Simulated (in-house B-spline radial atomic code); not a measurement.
# Response and correlation of Br XXVI (Br25+)

Closed shell [He] 2s2 2p6. Computed with a B-spline radial code for spherical atoms: Dirac-Hartree-Fock, relativistic RPA (time-dependent Dirac-Hartree-Fock) for the response and second-order many-body perturbation theory for correlation, no-pair Dirac-Coulomb Hamiltonian, finite nucleus.

Command:
```bash
python run_mb.py task.json out
```
Settings (nuclear radius in fm, box in bohr, cutoff in hartree):
```
basis_form          2
Z                   35
core_configuration  [He] 2s2 2p6
rms_radius          4.1629
mass_number         79
speed_of_light      137.036
box_radius          3.321
lmax                7
intervals           58
virtual_cutoff      30625.0
```

Time taken, with all properties: 1 s on 1 thread of Intel(R) Xeon(R) 6975P-C (shared host).

```csv
"multipole (bohr³, bohr⁵, bohr⁷)",uncoupled,coupled RPA
dipole,0.0013595,0.0013707
quadrupole,6.9085e-05,?
octupole,5.3766e-06,5.5865e-06
```

**Question.** What is the coupled quadrupole polarisability?

**Answer.** 7.1813e-05 atomic units, +4 % against the uncoupled value.

**Question.** Which subshells carry the dipole polarisability?

**Answer.** 2p3/2 58.7 %, 2p1/2 27.1 %, 2s1/2 14.0 %.

**Question.** What does the dipole shielding factor come to?

**Answer.** The dipole shielding factor is 0.286, against the exact N/Z = 10/35 = 0.286 of the non-relativistic theorem.

Dipole polarisability at imaginary frequency:

| u (Eh) | α(iu) (bohr³) |
| --- | --- |
| 0 | 0.001371 |
| 2.65 | 0.001369 |
| 6.63 | 0.001358 |
| 13.3 | 0.001321 |
| 19.9 | 0.001265 |
| 26.5 | 0.001194 |
| 39.8 | 0.001032 |
| 53 | 0.0008715 |
| 66.3 | 0.000729 |
| 92.8 | 0.0005142 |
| 133 | 0.0003206 |
| 199 | 0.000172 |
| 265 | 0.000106 |
| 398 | 5.134e-05 |
| 663 | 1.995e-05 |
| 1330 | 5.285e-06 |

**Question.** What dispersion coefficients follow for two such ions (the dispersion part alone)?

**Answer.** C6 = (3/π)∫α(iu)²du = 0.0001007 hartree·bohr⁶ and C8 = 2.765e-05 hartree·bohr⁸.

Lowest J = 1 odd-parity excitations:

| energy (eV) | oscillator strength | leading channel | weight |
| --- | --- | --- | --- |
| 1545.9 | 0.132 | 2p3/2 → s1/2 | 0.996 |
| 1593.9 | 0.0851 | 2p1/2 → s1/2 | 0.995 |
| 1668.9 | 0.00776 | 2p3/2 → d3/2 | 0.812 |
| 1689.5 | 1.44 | 2p3/2 → d5/2 | 0.757 |
| 1733.8 | 1.87 | 2p1/2 → d3/2 | 0.939 |
| 1823.2 | 0.0814 | 2s1/2 → p1/2 | 0.975 |
| 1837 | 0.302 | 2s1/2 → p3/2 | 0.978 |
| 2091.7 | 0.0241 | 2p3/2 → s1/2 | 0.999 |

Second-order correlation energy by the highest angular momentum of the excited pair (hartree): s -0.01904, p -0.1334, d -0.1798, f -0.04901, g -0.01902, h -0.007175, i -0.003286, k -0.0017.

**Question.** What is the second-order correlation energy at the partial-wave limit?

**Answer.** The listed waves sum to -0.41241 hartree; extrapolating the increments as (l + 1/2)⁻⁴ gives -0.41589 hartree, -1.13 eV per electron.
